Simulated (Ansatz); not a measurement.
**Question.** Name a neutral molecule of F, S, Ti and H with LUMO energy (ωB97M-V/def2-TZVPP) between -1.00 and -0.70 eV and ideal-gas entropy at 298 K and 1 bar (rigid rotor, harmonic PBE0-D4/def2-TZVP) between 360 and 376 J/(mol·K) (Ansatz, PBE0-D4/def2-TZVP geometry).

**Answer.** `[F][Ti]([F])([SH])[SH]` (-0.89 eV, 375 J/(mol·K)). Other molecules can fit too; these were computed, each in one conformer that needn't be the lowest.
